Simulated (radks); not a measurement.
Task: These are the eigenvalues of the occupied orbitals of an atom or ion with whole-number occupations (eV). Calculated with a radial shooting solver on a logarithmic mesh with Libxc functionals: scalar-relativistic Kohn-Sham, PBE, spin-polarised, spherical densities, finite nucleus; Fermi nuclear charge, rms radius of each element as measured or else 0.836 A^(1/3) + 0.57 fm.

| orbital | eigenvalue |
|---|---|
| 1s up | -40531.88 |
| 1s down | -40521.89 |
| 2s up | -6615.905 |
| 2s down | -6601.771 |
| 2p up | -5960.672 |
| 2p down | -5943.280 |
| 3s up | -1457.165 |
| 3s down | -1455.030 |
| 3p up | -1245.318 |
| 3p down | -1242.924 |
| 3d up | -945.8702 |
| 3d down | -943.3592 |
| 4s up | -312.2757 |
| 4s down | -310.8908 |
| 4p up | -241.6477 |
| 4p down | -240.2439 |
| 4d up | -139.1966 |
| 4d down | -137.8130 |
| 5s up | -58.3954 |
| 5s down | -57.0384 |
| 5p up | -40.0812 |
| 5p down | -38.5994 |
| 4f up | -26.9785 |
| 5d up | -17.2030 |

Which element is it, and in what charge state? The configuration may be excited.

Result: Z = 58, cerium, charge +2: Ce2+ in [He] 2s2 2p(up 3, down 2) 3s2 3p6 3d10 4s2 4p6 4d10 4f1 5s2 5p6 5d2. The list shows which subshells hold electrons but not how many an open one holds; the 1s level, -1489.5 hartree, gives Z - s = 54.6 by -(Z - s)^2/2, which with screening and relativity narrows Z to a few neighbours, and the depths of the outer levels then fix element, charge and occupations together.
